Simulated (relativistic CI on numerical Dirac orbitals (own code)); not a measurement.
Line list: Forbidden lines, Fe III

Computed by Dirac-Coulomb-Breit CI, separate exchange-only KLI orbitals for each configuration, a model potential for QED, valence Slater integrals scaled by 0.85, configuration energies shifted to the measured levels that pair with them (semi-empirical) (own radial code, finite nucleus).

CI space (outside the closed core [Ne] 3s2): 3p⁶3d⁶, 3p⁶3d⁵4s, 3p⁶3d⁵4p, 3p⁶3d⁴4s², 3p⁶3d⁵4d, 3p⁶3d⁵5s, 3p⁶3d⁵5p, 3p⁶3d⁴4s4p, 3p⁶3d⁵4f, 3p⁶3d⁵5d, 3p⁶3d⁵5f, 3p⁶3d⁵5g, 3p⁶3d⁴4p², 3p⁶3d⁴4s4d, 3p⁵3d⁷. Levels of other configurations are missing.

```csv
λ vac (nm),Lower,Upper,Type,A (s⁻¹),gf,Branching (%)
200.69,3p⁶3d⁶ ⁵D1 [4],3p⁶3d⁶ ³P0 [28],M1,4.23e-01,2.55e-10,16.1
245.73,3p⁶3d⁶ ⁵D4 [1],3p⁶3d⁵4s ⁵S2 [26],E2,2.72e+01,1.23e-07,38.0
248.24,3p⁶3d⁶ ⁵D3 [2],3p⁶3d⁵4s ⁵S2 [26],E2,2.00e+01,9.23e-08,27.9
250.02,3p⁶3d⁶ ⁵D2 [3],3p⁶3d⁵4s ⁵S2 [26],E2,1.37e+01,6.43e-08,19.2
251.18,3p⁶3d⁶ ⁵D1 [4],3p⁶3d⁵4s ⁵S2 [26],E2,8.03e+00,3.80e-08,11.2
251.75,3p⁶3d⁶ ⁵D0 [5],3p⁶3d⁵4s ⁵S2 [26],E2,2.64e+00,1.26e-08,3.7
318.76,3p⁶3d⁶ ⁵D4 [1],3p⁶3d⁶ ³D3 [23],M1,1.83e-01,1.95e-09,55.7
322.99,3p⁶3d⁶ ⁵D3 [2],3p⁶3d⁶ ³D3 [23],M1,5.07e-02,5.55e-10,15.4
327.26,3p⁶3d⁶ ⁵D2 [3],3p⁶3d⁶ ³D2 [22],M1,8.69e-02,6.98e-10,37.1
329.25,3p⁶3d⁶ ⁵D1 [4],3p⁶3d⁶ ³D2 [22],M1,7.72e-02,6.27e-10,32.9
329.33,3p⁶3d⁶ ⁵D1 [4],3p⁶3d⁶ ³D1 [21],M1,1.13e-01,5.49e-10,38.1
338.04,3p⁶3d⁶ ³P2 [9],3p⁶3d⁶ ³P0 [28],E2,1.46e+00,2.50e-09,55.5
348.97,3p⁶3d⁶ ³F3 [11],3p⁶3d⁶ ³F2 [29],E2,1.26e-01,1.15e-09,2.6
351.00,3p⁶3d⁶ ³F2 [13],3p⁶3d⁶ ³F2 [29],E2,6.25e-01,5.77e-09,12.8
448.51,3p⁶3d⁶ ⁵D4 [1],3p⁶3d⁶ ³F3 [11],M1,3.68e-02,7.76e-10,11.6
453.31,3p⁶3d⁶ ⁵D4 [1],3p⁶3d⁶ ³F4 [10],M1,3.87e-01,1.07e-08,83.1
456.93,3p⁶3d⁶ ⁵D3 [2],3p⁶3d⁶ ³F3 [11],M1,2.07e-01,4.53e-09,65.0
459.49,3p⁶3d⁶ ⁵D2 [3],3p⁶3d⁶ ³F2 [13],M1,8.21e-02,1.30e-09,56.4
461.91,3p⁶3d⁶ ⁵D3 [2],3p⁶3d⁶ ³F4 [10],M1,7.40e-02,2.13e-09,15.9
463.02,3p⁶3d⁶ ⁵D2 [3],3p⁶3d⁶ ³F3 [11],M1,7.26e-02,1.63e-09,22.8
```

Terms are leading LS components. Brackets give the number of a level in order of energy, since labels repeat. The list gives strong lines, with weight on those to low levels, without configurations that were not tied to measured data, among the lowest 400 of 4072 levels, so that lines to higher ones, which can be the strongest, are missing, and without lines across small gaps between configurations, and without 51 lines that miss the measured interval by over 3.5 %, start from a term whose rates miss tabulated ones by over 60 %, have gauges far apart or, lacking measured levels, span too small a gap for the errors found; lines with a level outside our table were not tested and can miss by more. Levels whose partners in the same complex of configurations lie outside the list can be far off, and so can their lines. Rates are taken at the computed energies, electric ones in the length gauge.

Configurations whose levels could be paired with our table of measured levels were shifted onto them, all but the ground configuration, by the median error of their levels; single terms can still be off by 1,000 to 2,000 cm⁻¹ or more, and rates follow the energies as ν³ (E1, M1) or ν⁵ (E2). The others borrow a shift and can be off by several thousand cm⁻¹ or more. The fine structure of a lone outer electron comes out too small, for d and f at times inverted, and misplaced configurations move strength between like terms. 66 of the 69 excited levels that our extract of the measured tables holds in this range could be paired (the sources list more); they are missed by 742 cm⁻¹ on average and 2492 at most, after the shifts were fitted to these levels, and levels without a partner can miss by more.

**Question.** From the table, what is the radiative lifetime of 3p⁶3d⁵4s ⁵S2?

**Answer.** The listed rates from this level add up to about 7.16e+01 s⁻¹, 100 % of its decay; with all channels τ = 1.40e-02 s.
